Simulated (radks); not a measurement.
The numbers below are computed, except where a source is named.
The fluorine anion F-, [Ne], held by a Watson sphere: a shell of charge +1 at radius R that stands for the Madelung well of a crystal (potential energy -1/R inside, -1/r outside, in hartree with lengths in bohr). Code: a radial shooting solver on a logarithmic mesh with Libxc functionals. Model: scalar-relativistic Kohn-Sham, LDA (Slater exchange, VWN5 correlation), spin-unpolarised, spherical densities, point nucleus. Response by self-consistent Sternheimer equations with the Hartree and adiabatic LDA kernel, the relativistic mass of each level held fixed and spin-orbit coupling left out. The sphere does not respond.

R (bohr)	e(1s) (eV)	e(2s) (eV)	e(2p) (eV)	<r> 2p (bohr)	sum of <r^2> (bohr^2)	X-ray form factor at sin(theta)/lambda = 0.2 1/angstrom	alpha (bohr^3)
1.85	-654.52	-27.800	-9.724	1.207	14.65	7.002	7.166
2.75	-652.98	-25.232	-7.345	1.266	16.31	6.880	11.18
2.96	-652.62	-24.778	-6.901	1.274	16.59	6.867	12.16
3.15	-652.30	-24.403	-6.531	1.281	16.82	6.858	13.05
3.17	-652.27	-24.365	-6.494	1.282	16.84	6.857	13.14
3.7	-651.48	-23.475	-5.608	1.297	17.38	6.842	15.59
